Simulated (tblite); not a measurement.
C₅H₁₀BFSi.
Atom-mapped SMILES: `[BH2:1][SiH2:2]/[CH:3]=[CH:4]/[C:5](=[CH2:6])[CH2:7][F:8]` (hydrogens: H9, H10 on B1; H11, H12 on Si2; H13 on C3; H14 on C4; H15, H16 on C6; H17, H18 on C7)

Computed with GFN2-xTB (tblite), gas phase: L-BFGS steps from a force-field or distance-geometry start until the largest atomic force falls under 0.01 eV/Å.

Step 6: E = -636.8829 eV
```
atom  x, y, z in Å  |  force x, y, z in eV/Å
B1     -3.0212   -0.5977    1.4694   -0.094  -0.038   0.016
Si2    -1.5120    0.4375    2.1251    0.156  -0.001   0.044
C3      0.0015    0.1048    1.0327    0.061  -0.073  -0.018
C4      0.0117    0.3802   -0.2723    0.005   0.067  -0.151
C5      1.0883    0.1419   -1.2220   -0.030  -0.011   0.017
C6      0.9326    0.3682   -2.5287   -0.028  -0.007   0.070
C7      2.3927   -0.3985   -0.7090    0.106  -0.088   0.042
F8      2.2789   -1.7278   -0.3608   -0.080  -0.110   0.067
H9     -3.4348   -0.4474    0.3867   -0.059  -0.072   0.004
H10    -3.5390   -1.3771    2.1699   -0.097  -0.057  -0.112
H11    -1.0957    0.0940    3.5018    0.066   0.153  -0.052
H12    -1.7429    1.8992    2.0747    0.074  -0.033   0.086
H13     0.8709   -0.3787    1.4572   -0.021   0.024   0.108
H14    -0.8625    0.8291   -0.7195   -0.125   0.076  -0.050
H15     0.0044    0.7491   -2.9231    0.052  -0.012  -0.008
H16     1.7195    0.1705   -3.2389   -0.057   0.040   0.027
H17     3.1637   -0.3620   -1.4799    0.094   0.065  -0.081
H18     2.7352    0.1210    0.1917   -0.024   0.077  -0.008
```

Step 7: E = -636.8889 eV
```
atom  x, y, z in Å  |  force x, y, z in eV/Å
B1     -3.0253   -0.5987    1.4692   -0.084  -0.046   0.010
Si2    -1.5083    0.4386    2.1265    0.039  -0.076   0.049
C3      0.0025    0.1041    1.0347    0.058  -0.042  -0.108
C4      0.0130    0.3813   -0.2707   -0.008   0.056  -0.159
C5      1.0889    0.1419   -1.2215    0.028  -0.051   0.104
C6      0.9324    0.3689   -2.5268   -0.029   0.009  -0.095
C7      2.3957   -0.4009   -0.7069    0.008  -0.043  -0.015
F8      2.2771   -1.7303   -0.3569   -0.046  -0.042   0.040
H9     -3.4421   -0.4532    0.3831   -0.009  -0.056   0.080
H10    -3.5485   -1.3841    2.1643   -0.041   0.009  -0.130
H11    -1.0873    0.1040    3.5049    0.050   0.134  -0.069
H12    -1.7367    1.8990    2.0807    0.062  -0.005   0.070
H13     0.8723   -0.3779    1.4582   -0.004   0.010   0.115
H14    -0.8596    0.8297   -0.7243   -0.109   0.063   0.002
H15     0.0041    0.7495   -2.9273    0.101  -0.032   0.051
H16     1.7182    0.1723   -3.2424   -0.095   0.043   0.098
H17     3.1625   -0.3610   -1.4846    0.075   0.033   0.007
H18     2.7321    0.1231    0.1948    0.003   0.037  -0.052
```

Task: Estimate the geometry and energy of step 8. (The exact step hangs on the optimiser's Hessian estimate; all steps are aligned on step 7, rigid shifts and turns removed.)

Result: E = -636.8934 eV, largest force 0.238 eV/Å
```
atom  x, y, z in Å  |  force x, y, z in eV/Å
B1     -3.0294   -0.5998    1.4694   -0.037  -0.029   0.009
Si2    -1.5044    0.4380    2.1277   -0.057  -0.113   0.001
C3      0.0041    0.1031    1.0328    0.034  -0.042  -0.004
C4      0.0136    0.3830   -0.2710   -0.031   0.060  -0.228
C5      1.0901    0.1409   -1.2193    0.023  -0.023  -0.072
C6      0.9319    0.3694   -2.5267    0.006  -0.023   0.050
C7      2.3984   -0.4037   -0.7057   -0.052   0.001  -0.040
F8      2.2748   -1.7332   -0.3532   -0.005   0.023   0.014
H9     -3.4478   -0.4585    0.3817    0.020  -0.035   0.107
H10    -3.5566   -1.3896    2.1580   -0.014   0.033  -0.114
H11    -1.0801    0.1139    3.5060    0.051   0.105  -0.051
H12    -1.7309    1.8984    2.0866    0.054   0.002   0.055
H13     0.8733   -0.3772    1.4615   -0.017   0.018   0.074
H14    -0.8601    0.8316   -0.7279   -0.047   0.030   0.049
H15     0.0055    0.7493   -2.9295    0.066  -0.017   0.066
H16     1.7156    0.1745   -3.2432   -0.054   0.025   0.081
H17     3.1634   -0.3594   -1.4880    0.038  -0.009   0.084
H18     2.7299    0.1255    0.1960    0.023  -0.007  -0.082
```

The energy changes by -0.0045 eV. The first-order estimate −F·Δx gives -0.0066 eV and the mean of the old and new forces, exact on a quadratic surface, -0.0045 eV. The step makes an angle of 55° with the force vector and moves no atom by more than 0.012 Å.

What follows is the cost of the whole relaxation. Hardware: Arm Neoverse N1, one thread (shared host). Cost: 2.0 s wall.
